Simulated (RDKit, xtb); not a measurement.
Noncovalent pair: HCl (SMILES Cl) (first 2 atoms) with CH2O2 (SMILES O=CO); geometry from B3LYP-D3(BJ)/def2-TZVP, rigid monomers moved along the line of their centres of mass till H2···O3 is 1.65 Å.
(charge 0, multiplicity 1):
```json
[
 {"atom": "Cl", "x (Å)": "-0.2707", "y (Å)": "0.3275", "z (Å)": "-0.0981"},
 {"atom": "H", "x (Å)": "0.5869", "y (Å)": "0.0579", "z (Å)": "0.8584"},
 {"atom": "O", "x (Å)": "1.1077", "y (Å)": "-0.1866", "z (Å)": "2.4005"},
 {"atom": "C", "x (Å)": "0.2173", "y (Å)": "-0.0578", "z (Å)": "3.2066"},
 {"atom": "O", "x (Å)": "-1.0467", "y (Å)": "0.2435", "z (Å)": "2.9341"},
 {"atom": "H", "x (Å)": "0.3597", "y (Å)": "-0.1795", "z (Å)": "4.2860"},
 {"atom": "H", "x (Å)": "-1.1637", "y (Å)": "0.3502", "z (Å)": "1.9683"}
]
```

Counterpoise-corrected where a basis set is named; no monomer relaxation. RDKit's UFF carries no charges.

Programs: RDKit for the force fields; xtb for the GFN methods. 

Q: One of these levels gives -384.2 meV for the interaction energy. Which one is it?
A. GFN-FF
B. GFN1-xTB
C. UFF
D. GFN2-xTB

A: D, GFN2-xTB. The others give 6480.9 (UFF), -137.8 (GFN-FF), -274.7 (GFN1-xTB)
